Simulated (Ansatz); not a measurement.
Ansatz (a first-principles code) input:

Ansatz 0.2 input:
```yaml
crystal:
  periodic: [false, false, false]
  atoms:
    - {symbol: O, position_ang: [1.14632530, -0.77271016, 0.67402643]}
    - {symbol: Si, position_ang: [-0.00835531, -0.16987690, -0.33167053]}
    - {symbol: O, position_ang: [-1.44350007, -0.24778006, 0.45065494]}
    - {symbol: F, position_ang: [0.23417779, 1.38600817, -0.62329588]}
    - {symbol: H, position_ang: [2.04185875, -0.87053663, 0.33729899]}
    - {symbol: H, position_ang: [-1.65508654, -1.06133866, 0.91830037]}
basis:
  gaussian:
    orbitals: def2-TZVPD
hamiltonian:
  xc: {name: B2GP-PLYP}
magnetization: {spin_polarized: true, initial_magnetization: 1}
correlation: {electrons: outside_noble_gas}
```

Problem. What final total energy does it print?

Solution. -540.88768 Eh (B2GP-PLYP/def2-TZVPD). The basis has 181 functions.

It need not be the lowest isomer of its formula.
